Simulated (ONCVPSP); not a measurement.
**An all-electron radial function and its pseudo partner (B)**

Columns: radius, all-electron u(r) and pseudo u(r) of the 2s shell (level -19.51 eV) of boron in the configuration [He] 2s2; PBE, scalar-relativistic, ONCV scheme, ONCVPSP 4.0.1.

```
r (bohr)  all-electron  pseudo
   0.075       -0.2534  0.0396
   0.150       -0.3341  0.0806
   0.225       -0.3140  0.1237
   0.300       -0.2372  0.1692
   0.375       -0.1313  0.2164
   0.450       -0.0136  0.2643
   0.525        0.1054  0.3122
   0.600        0.2192  0.3597
   0.675        0.3238  0.4072
   0.750        0.4174  0.4556
   0.825        0.4994  0.5057
   0.900        0.5702  0.5576
   0.975        0.6298  0.6101
   1.050        0.6784  0.6604
   1.125        0.7166  0.7051
   1.200        0.7451  0.7403
   1.275        0.7649  0.7641
   1.350        0.7768  0.7768
   1.425        0.7818  0.7817
   1.500        0.7805  0.7805
   1.575        0.7740  0.7740
   1.650        0.7629  0.7629
   1.725        0.7481  0.7481
   1.800        0.7302  0.7302
   1.875        0.7097  0.7097
   1.950        0.6872  0.6873
```

Q: How many radial nodes do the two functions have?

A: The all-electron 2s function has n − l − 1 = 1; the pseudo-wave has 0, since the states of the same l below it are removed with the core.

Q: At about which radius was the pseudo-wave matched?

A: 1.35 bohr, where the columns begin to agree (steps of 0.07 bohr).

Q: Is the pseudo-wave norm-conserving?

A: Yes: the ONCV scheme keeps the norm inside the radius equal to the all-electron one, which fixes the energy derivative of the logarithmic derivative at the level.
